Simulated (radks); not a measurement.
Question: Neutral titanium: order these configurations by energy. Calculated with a radial shooting solver on a logarithmic mesh with Libxc functionals: scalar-relativistic Kohn-Sham, PBE, spin-polarised, spherical densities, finite nucleus; Fermi nuclear charge, rms radius of each element as measured or else 0.836 A^(1/3) + 0.57 fm. Open shells are filled with parallel spins first. [Ar] 3d1 4s2 4p1; [Ar] 3d2 4s1 4p1; [Ar] 3d2 4s2; [Ar] 3d3 4p1; [Ar] 3d3 4s1; [Ar] 3d4.

Answer: From the lowest, in eV above it: [Ar] 3d3 4s1 0.000; [Ar] 3d2 4s2 0.205; [Ar] 3d4 2.130; [Ar] 3d2 4s1 4p1 2.236; [Ar] 3d3 4p1 2.854; [Ar] 3d1 4s2 4p1 5.189.
